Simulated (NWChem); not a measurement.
Species: MgHCl; SMILES [MgH][Cl]

```xyz
3

Mg    -0.0019     1.1358     0.0000
H     -0.0077     2.8290     0.0000
Cl     0.0014    -1.0756     0.0000
```
Atoms are numbered in this order, from 1.

All runs: NWChem. Geometry: optimised at B3LYP/6-31G* (spherical d). B3LYP is NWChem's, with the RPA form of VWN correlation. Ions are spin-unrestricted doublets at the neutral geometry; other ion states weren't tried.

| level | vertical ionisation energy, ΔSCF (eV) | −ε(HOMO) (eV) | ΔSCF minus −ε(HOMO) (eV) |
|---|---|---|---|
| B3LYP/def2-TZVP | 10.66 | 8.12 | 2.54 |
| PBE/def2-TZVP | 10.34 | 7.09 | 3.25 |
| BHandHLYP/def2-TZVP | 11.24 | 9.44 | 1.80 |
| M06-2X/def2-TZVP | 11.47 | 9.46 | 2.01 |
| CAM-B3LYP/def2-TZVP | 11.43 | 9.72 | 1.71 |
